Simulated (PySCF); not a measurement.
Si(Cl)(F)2(SiH3) (ClF2H3Si2), SMILES [SiH3][Si](F)(Cl)F. Geometry optimised at PBE-D3(BJ)/def2-SVP.

Computed equilibrium geometry at PBE-D3(BJ)/def2-SVP (PySCF confirms it by a frequency run) as Cartesian coordinates in Å, and its point group:
point group Cs.
```xyz
8

F     -1.3122    -0.3762    -1.3042
Si    -0.3682    -0.1338     0.0000
F     -1.3122    -0.3762     1.3042
Si     0.5548     2.0103     0.0000
Cl     1.1023    -1.5796     0.0000
H      1.4035     2.1568     1.2302
H      1.4035     2.1568    -1.2302
H     -0.5399     3.0388     0.0000
```
Charge 0, spin multiplicity 1.
